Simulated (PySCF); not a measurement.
# Successive ionisation energies of tungsten

Calculated with PySCF 2.14, two-component X2C-1e (Gaussian nucleus, no Breit or QED terms), each ion in its own even-tempered basis; GMP2 freezes the deep shells of the larger ions and drops the highest virtual spinors; eV.

```json
{"ion": "W⁶⁴⁺", "configuration": "[Ne]", "GHF (spin-free)": "16022.4", "GHF (screened spin-orbit)": "15619.8", "GMP2 (screened spin-orbit)": "15621.4", "NIST": "15566 ± 11", "kind": "semi-empirical"}
{"ion": "W⁶⁵⁺", "configuration": "[He] 2s2 2p5", "GHF (spin-free)": "16349.2", "GHF (screened spin-orbit)": "15950.3", "GMP2 (screened spin-orbit)": "15952.0", "NIST": "15896 ± 11", "kind": "semi-empirical"}
{"ion": "W⁶⁶⁺", "configuration": "[He] 2s2 2p4", "GHF (spin-free)": "16678.9", "GHF (screened spin-orbit)": "16312.0", "GMP2 (screened spin-orbit)": "16312.3", "NIST": "16252 ± 11", "kind": "semi-empirical"}
{"ion": "W⁶⁷⁺", "configuration": "[He] 2s2 2p3", "GHF (spin-free)": "17118.3", "GHF (screened spin-orbit)": "16649.5", "GMP2 (screened spin-orbit)": "16649.7", "NIST": "16588 ± 11", "kind": "semi-empirical"}
{"ion": "W⁶⁸⁺", "configuration": "[He] 2s2 2p2", "GHF (spin-free)": "17454.9", "GHF (screened spin-orbit)": "18447.4", "GMP2 (screened spin-orbit)": "18449.6", "NIST": "18476 ± 4", "kind": "semi-empirical"}
{"ion": "W⁶⁹⁺", "configuration": "[He] 2s2 2p1", "GHF (spin-free)": "17794.8", "GHF (screened spin-orbit)": "18851.0", "GMP2 (screened spin-orbit)": "18848.5", "NIST": "18872 ± 3", "kind": "semi-empirical"}
{"ion": "W⁷⁰⁺", "configuration": "[He] 2s2", "GHF (spin-free)": "19376.0", "GHF (screened spin-orbit)": "19376.0", "GMP2 (screened spin-orbit)": "19382.6", "NIST": "19362 ± 3", "kind": "semi-empirical"}
{"ion": "W⁷¹⁺", "configuration": "[He] 2s1", "GHF (spin-free)": "19713.0", "GHF (screened spin-orbit)": "19713.0", "GMP2 (screened spin-orbit)": "19713.3", "NIST": "19686.74 ± 0.2", "kind": "theoretical"}
{"ion": "W⁷²⁺", "configuration": "1s2", "GHF (spin-free)": "79379.3", "GHF (screened spin-orbit)": "79379.3", "GMP2 (screened spin-orbit)": "79381.3", "NIST": "79181.94 ± 0.19", "kind": "theoretical"}
{"ion": "W⁷³⁺", "configuration": "1s1", "GHF (spin-free)": "80881.4", "GHF (screened spin-orbit)": "80881.4", "GMP2 (screened spin-orbit)": "80881.4", "NIST": "80755.91 ± 0.14", "kind": "theoretical"}
```

Question: Where is the largest relative jump?

Answer: From W⁷¹⁺ to W⁷²⁺: 19713.3 to 79381.3 eV, where the electron removed from 1s2 comes from a deeper shell or subshell.
